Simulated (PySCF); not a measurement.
Bonds (- single, = double, # triple, : aromatic): C1=C2, C2-C3, C3-C4, C4-C5, C5-C6, C6-C7, C7-C8, C3-C1, C8-C5. C1 carries H9; C2 carries H10; C4 carries H11, H12; C5 carries H13; C6 carries H14, H15; C7 carries H16, H17; C8 carries H18, H19. Formal charges: C3 +1.

Total charge +1. H15, H16, H19 are cis to C4 on the ring; H14, H17, H18 are trans to C4 on the ring.

Geometry: GFN2-xTB; GIAO shifts from PySCF, gas phase, non-relativistic, averaged over equivalent atoms.

At PBE0/pcSseg-0 (94 basis functions, 11 s wall time on 1 thread of an Arm Neoverse V1, shared host):
```json
{"atoms": "C3", "δ (ppm)": "206.1"}
{"atoms": "C1/C2", "δ (ppm)": "190.1"}
{"atoms": "C5", "δ (ppm)": "45.5"}
{"atoms": "C4", "δ (ppm)": "43.6"}
{"atoms": "C6/C8", "δ (ppm)": "33.3"}
{"atoms": "C7", "δ (ppm)": "18.8"}
{"atoms": "H9/H10", "δ (ppm)": "10.01"}
{"atoms": "H11/H12", "δ (ppm)": "3.97"}
{"atoms": "H17", "δ (ppm)": "2.71"}
{"atoms": "H14/H18", "δ (ppm)": "2.69"}
{"atoms": "H13", "δ (ppm)": "2.61"}
{"atoms": "H16", "δ (ppm)": "2.61"}
{"atoms": "H15/H19", "δ (ppm)": "2.53"}
```

References, each an isolated molecule treated in the same way: TMS for $^{13}$C (σ = 195.82 ppm), $^{1}$H (σ = 33.29 ppm).

Q: Predict the values at PBE0/pcSseg-1 on the same geometry.

A: 
```
  atoms  δ at PBE0/pcSseg-1  change
     C3               195.1   -11.0
  C1/C2               177.4   -12.7
     C5                44.5    -1.0
     C4                41.4    -2.2
  C6/C8                31.7    -1.6
     C7                18.4    -0.4
 H9/H10               10.22   +0.21
H11/H12                3.95   -0.02
    H17                2.49   -0.22
H14/H18                2.58   -0.11
    H13                2.66   +0.05
    H16                2.54   -0.07
H15/H19                2.32   -0.21
```

Chemical shifts δ = σref − σ; TMS for $^{13}$C (σ = 186.93 ppm), $^{1}$H (σ = 31.72 ppm), all at this level.

The largest change is at C1/C2 (unsaturated ring CH). Cost: 191 basis functions, 34 s wall time on 1 thread of an Arm Neoverse V1, shared host. The order of the carbon signals is the same at both levels.

The carbons averaged at δ 33.3 differ by 8 ppm in this conformer.
